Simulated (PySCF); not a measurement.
Compound: C6H5ClO.
Numbering: `[OH:1][c:2]1[cH:3][cH:4][cH:5][cH:6][c:7]1[Cl:8]` (hydrogens: H9 on O1; H10 on C3; H11 on C4; H12 on C5; H13 on C6)

The same species was optimised twice, with GFN2-xTB and with PBE0-D3(BJ)/def2-SVP (PySCF), and the same property calculations (PySCF, gas phase) were run on both structures.

| coordinate | GFN2-xTB | PBE0-D3(BJ)/def2-SVP | change |
| --- | --- | --- | --- |
| C4–C5 (Å) | 1.385 | 1.396 | +0.011 |
| O1–C2 (Å) | 1.348 | 1.339 | -0.009 |
| C6–C7 (Å) | 1.382 | 1.390 | +0.008 |
| C3–C4 (Å) | 1.382 | 1.390 | +0.008 |
| C2–C7 (Å) | 1.396 | 1.404 | +0.008 |
| C5–C6 (Å) | 1.384 | 1.392 | +0.008 |
| C2–C3 (Å) | 1.392 | 1.398 | +0.006 |
| C7–Cl8 (Å) | 1.746 | 1.742 | -0.004 |
| C2–C7–Cl8 (°) | 118.3 | 117.5 | -0.8 |
| C6–C7–Cl8 (°) | 120.3 | 120.9 | +0.6 |
| C4–C5–C6 (°) | 119.9 | 119.6 | -0.3 |
| C2–C7–C6 (°) | 121.4 | 121.7 | +0.3 |
| C3–C2–C7 (°) | 118.3 | 118.1 | -0.2 |
| O1–C2–C7 (°) | 122.2 | 122.4 | +0.2 |
| C3–C4–C5 (°) | 120.5 | 120.7 | +0.2 |
| C2–C3–C4 (°) | 120.4 | 120.5 | +0.1 |

Rotational constants: A = 3027, B = 1554, C = 1027 MHz (GFN2-xTB) against A = 3014, B = 1547, C = 1022 MHz (PBE0-D3(BJ)/def2-SVP). Point groups within 0.08 Å: Cs and Cs.

On the GFN2-xTB structure: HOMO (eV) -6.81 [PBE0/pcSseg-1]; LUMO (eV) -0.57 [PBE0/pcSseg-1]; dipole (D) 0.92 [PBE0/pcSseg-1]; GIAO shielding of O1 (ppm) 212.2 [PBE0/pcSseg-1]; GIAO shielding of C2 (ppm) 27.9 [PBE0/pcSseg-1]; GIAO shielding of C3 (ppm) 66.3 [PBE0/pcSseg-1]; GIAO shielding of C4 (ppm) 52.6 [PBE0/pcSseg-1]; GIAO shielding of C5 (ppm) 61.8 [PBE0/pcSseg-1]; GIAO shielding of C6 (ppm) 52.2 [PBE0/pcSseg-1]; GIAO shielding of C7 (ppm) 58.0 [PBE0/pcSseg-1]; GIAO shielding of Cl8 (ppm) 798.6 [PBE0/pcSseg-1].

Q: What do these properties become on the PBE0-D3(BJ)/def2-SVP structure?

A: 
```
                                    property          level  on GFN2-xTB  on PBE0-D3(BJ)/def2-SVP  change
                                   HOMO (eV)  PBE0/pcSseg-1        -6.81                    -6.78   +0.03
                                   LUMO (eV)  PBE0/pcSseg-1        -0.57                    -0.61   -0.04
                                  dipole (D)  PBE0/pcSseg-1         0.92                     0.86   -0.06
energy, GFN2-xTB geometry as zero (kcal/mol)  PBE0/pcSseg-1          0.0                      0.0     0.0
                  GIAO shielding of O1 (ppm)  PBE0/pcSseg-1        212.2                    212.1    -0.1
                  GIAO shielding of C2 (ppm)  PBE0/pcSseg-1         27.9                     26.8    -1.1
                  GIAO shielding of C3 (ppm)  PBE0/pcSseg-1         66.3                     64.4    -1.9
                  GIAO shielding of C4 (ppm)  PBE0/pcSseg-1         52.6                     50.1    -2.5
                  GIAO shielding of C5 (ppm)  PBE0/pcSseg-1         61.8                     59.8    -2.0
                  GIAO shielding of C6 (ppm)  PBE0/pcSseg-1         52.2                     50.3    -1.9
                  GIAO shielding of C7 (ppm)  PBE0/pcSseg-1         58.0                     57.3    -0.7
                 GIAO shielding of Cl8 (ppm)  PBE0/pcSseg-1        798.6                    801.8    +3.2
```

The heavy atoms differ by 0.010 Å rms after alignment. Among bonds between heavy atoms C4–C5 changes most (+0.011 Å). Changes are differences of the printed values. Neither structure is proved a minimum here.

Conformer computed: `[OH:1][c:2]1[cH:3][cH:4][cH:5][cH:6][c:7]1[Cl:8]`: H–O1–C2–C3 180°.
